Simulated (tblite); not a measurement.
Compound: C2H10O2SSi2.
Cartesian coordinates in Å at the GFN2-xTB level; atoms count from 1:
```
atom  x, y, z in Å
C1     1.474    2.238   -0.761
O2     0.882    1.067   -0.288
Si3    1.307   -0.462   -0.654
Si4   -0.143   -1.627    0.672
O5     0.268   -3.160    0.325
S6    -2.243   -1.427    0.184
C7    -2.447    0.348    0.528
H8     0.926    3.088   -0.354
H9     2.517    2.294   -0.444
H10    1.442    2.275   -1.852
H11    1.219   -0.663   -2.113
H12    2.727   -0.688   -0.337
H13   -0.129   -1.440    2.132
H14   -0.322   -3.890    0.496
H15   -3.440    0.628    0.192
H16   -1.692    0.911   -0.012
H17   -2.354    0.522    1.596
```

Calculated harmonic vibrations of the isolated species, GFN2-xTB (tblite), most abundant isotopes, no scaling. This tight-binding method is rough: wavenumbers can miss measured ones by several per cent, in bad cases by 10 to 20. Modes of hydrogen on silicon can be 10 to 20 % off. One conformer, not necessarily the lowest.

Harmonic wavenumbers (cm⁻¹): 30.6, 63.0, 75.6, 90.2, 113.0, 119.4, 128.3, 166.1, 178.4, 233.2, 256.7, 320.7, 418.9, 460.6, 548.8, 601.1, 652.6, 683.9, 730.6, 751.2, 764.9, 807.8, 844.5, 900.4, 953.7, 966.4, 1125.6, 1133.6, 1149.9, 1325.2, 1418.4, 1455.8, 1462.1, 1483.5, 1491.1, 2127.9, 2148.0, 2179.1, 2960.2, 2972.8, 2994.3, 3028.0, 3043.0, 3057.7, 3638.6.

A = 1857, B = 979.2, C = 685.2 MHz; mass 153.994 u (most abundant isotopes); point group C1, symmetry number 1.

Zero-point energy?

½Σν̃ = 26028 cm⁻¹ = 74.42 kcal/mol.

Entropy at 273.15 K, 1 bar (ideal gas, RRHO, classical rotation)?

Translation 40.60, rotation 29.67, vibration 38.87: S = 109.1 cal/(mol K).

And Cp and H(273.15 K) − H(0)?

Cp = 41.24 cal/(mol K), of which vibrations give 33.29 (their classical limit is 45 R = 89.4); H(273.15 K) − H(0) = 7.41 kcal/mol without the zero-point energy, 5.24 from vibrations.

Blend soft modes into free rotors: weight 1/[1 + (100 cm⁻¹/ν̃)⁴] for the oscillator and the rest for a rotor with moment μB/(μ + B), μ = h/(8π²ν), B = 10⁻⁴⁴ kg m². What vibrational entropy results?

35.09 cal/(mol K) in place of 38.87, which changes −T·S at 273.15 K by +1.03 kcal/mol.

Which modes carry the vibrational entropy at 273.15 K?

30.6 cm⁻¹: 5.62; 63.0 cm⁻¹: 4.19; 75.6 cm⁻¹: 3.83; 90.2 cm⁻¹: 3.48; 113.0 cm⁻¹: 3.05; 119.4 cm⁻¹: 2.94 cal/(mol K); the other 39 give 15.76 together.

Hindered rotation and anharmonicity are outside this model. Other conformers, if any are populated, would add a mixing term that is left out. The structure is chiral; the term R ln 2 for an equal mix with its mirror image is left out.
